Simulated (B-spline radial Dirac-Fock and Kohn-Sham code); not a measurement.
# Auger decay of the 3d3/2 hole in Lu⁵⁺

System: the Lu⁵⁺ ion in the configuration [Xe] 4f12.

Input of the calculation (task.json; shells as n, l, electrons):

```json
{"items": [{
  "Z": 71,
  "q": 5,
  "cfg": [[1, 0, 2], [2, 0, 2], [2, 1, 6], [3, 0, 2], [3, 1, 6], [3, 2, 10], [4, 0, 2], [4, 1, 6], [4, 2, 10], [4, 3, 12], [5, 0, 2], [5, 1, 6]],
  "A": 175,
  "rrms": 5.37,
  "do": ["binding", "quiet", "decay"],
  "holes": ["K", "L1", "L2", "L3", "M1", "M2", "M3", "M4", "M5", "N1", "N2", "N3", "N4", "N5"]
}]}
```

Launch: `python xray_run.py task.json out`

The computed values come from a B-spline atomic structure program: one-electron (LDA, Dirac) transition rates at Dirac-Fock energies. Kinetic energies are configuration averages from the vacuum level; the two-hole energies are estimated from single-hole states.

```tsv
transition	kinetic energy (eV)	width (meV)	share (%)
M4-N2N3	744.5	11.4	0.8
M4-N1N4	806.7	78.2	5.3
M4-N1N5	816.9	9.61	0.7
M4-N2N4	904.9	68.0	4.6
M4-N2N5	911.2	5.30	0.4
M4-N3N4	956.5	142	9.7
M4-N3N5	968.5	5.19	0.4
M4-N1N6	1009.8	24.1	1.6
M4-N1N7	1011.6	7.22	0.5
M4-N2N6	1105.6	15.1	1.0
M4-N2N7	1106.8	7.48	0.5
M4-N4N4	1113.8	124	8.4
M4-N4N5	1123.5	251	17.0
M4-N3N6	1160.1	7.83	0.5
M4-N4O1	1278.3	13.1	0.9
M4-N4O2	1311.1	11.0	0.7
M4-N4N6	1318.8	98.6	6.7
M4-N4N7	1319.4	123	8.3
M4-N4O3	1320.3	22.4	1.5
M4-N5N6	1327.8	105	7.1
M4-N5N7	1330.4	5.63	0.4
M4-N6N6	1521.0	75.8	5.1
M4-N6N7	1522.8	221	15.0
M4-N7N7	1524.6	4.69	0.3
```

The listed channels hold 98 % of the non-radiative rate. Summed by principal shells, of 1.47 eV in all: MNN 95.7 %, MNO 4.3 %.
